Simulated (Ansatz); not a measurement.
System: C4H6O, charge 0, singlet. C4H6O (SMILES C1=CCOC1).
B3LYP-D3(BJ)/def2-TZVP minimum from Ansatz (a first-principles code):
```
C
C 1 1.3246
H 1 1.0805 2 126.72
H 2 1.0805 1 126.72 3 0.00
C 2 1.4984 4 123.38 1 -180.00
H 5 1.0975 2 112.48 4 60.81
H 5 1.0975 6 107.54 2 124.38
O 5 1.4296 6 109.65 7 119.17
C 8 1.4296 5 110.18 6 121.07
H 9 1.0975 8 109.65 5 121.07
H 9 1.0975 10 107.54 8 -119.17
```

Total energies in cc-pVDZ, 28 correlated electrons, 5 frozen orbitals. Radicals and triplets start from unrestricted determinants; spin-orbit coupling is neglected. Cores are frozen in correlated methods. No relativity.

| method | program | energy (Eh) | minus CCSDT(Q) (mEh) |
|---|---|---|---|
| HF | Ansatz | -229.80387 | 789.56 |
| MP2 | Ansatz | -230.51972 | 73.72 |
| CCSD | Ansatz | -230.56535 | 28.08 |
| CCSD(T) | Ansatz | -230.59072 | 2.72 |
| CCSDT(Q) | Ansatz | -230.59343 | 0.00 |

Rough core times of Ansatz's runs on a shared machine: CCSD(T) under 20 s, CCSDT(Q) 30 min.
